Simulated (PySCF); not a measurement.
Level of theory: PBE-D3(BJ)/def2-TZVP // PBE0-D4/def2-SVP in PySCF 2.14.0. Gas-phase values, no solvent. One relaxed conformer stands for a flexible species; it need not be the lowest. 

Reference species (SMILES): `C[O][Sn]([O]C)([O]C)[O]C` (neutral, multiplicity 1).

```
Item                       Value
----------------------  --------
S1 oscillator strength     0.000
HOMO                    -6.34 eV
LUMO                    -2.65 eV
```

Changed species: `[SiH3][Sn]([O]C)([SiH3])[SiH3]` (C–O–Sn–Si torsion 61°) (3 of 4 OCH3 replaced by SiH3; the reference has 0 of 4 OCH3 replaced by SiH3).

### Question
Give the shifts of the S1 oscillator strength, HOMO and LUMO.

### Answer
the S1 oscillator strength is nearly the same; the HOMO rises by 0.63 eV, to -5.71 eV; the LUMO rises by 0.75 eV, to -1.90 eV.
